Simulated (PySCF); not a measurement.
A GIAO shielding run with PySCF (density fitting, non-relativistic, gas phase) on `InChI=1S/C4H11NO3Si/c1-5(2)9(8)3-4(6)7/h8-9H,3H2,1-2H3,(H,6,7)/t9-/m1/s1`:

```
$ OMP_NUM_THREADS=1 python probes_run.py task.json out

{"job": {"kind": "nmr", "xc": "PBE0", "basis": "pcSseg-1"}, "charge": 0, "multiplicity": 1}
C     -1.931666    -1.291481    -0.167645
N     -1.399645     0.049303    -0.223026
C     -2.434040     1.049700    -0.107250
Si     0.178395     0.428196     0.331548
O      0.495037     1.939890    -0.150472
C      1.403996    -0.760904    -0.548082
C      2.718174    -0.120718    -0.387615
O      3.030642     0.954952    -0.852501
O      3.553722    -0.803692     0.408362
H     -2.432125    -1.490081     0.787359
H     -1.130533    -2.013127    -0.297022
H     -2.662631    -1.427319    -0.968727
H     -3.156580     0.928373    -0.917559
H     -2.967149     0.968789     0.846751
H     -1.983207     2.033875    -0.173249
H      0.418199     0.349149     1.782201
H      1.350022     2.085018    -0.567893
H      1.140068    -0.795393    -1.601615
H      1.421762    -1.760857    -0.131734
H      4.382410    -0.312995     0.525435
```

Hardware: 1 thread of an Arm Neoverse V1, shared host. The job also computes population analyses, field gradients.

Q: How large is the calculation?

A: 80 electrons, 215 basis functions and 1134 auxiliary functions.

Q: How long does it take, and how much memory does it need?

A: 46 s of wall time, with 14 SCF cycles and 5 response iterations; peak memory 1 GiB. Times on a shared host scatter by some tens of per cent.
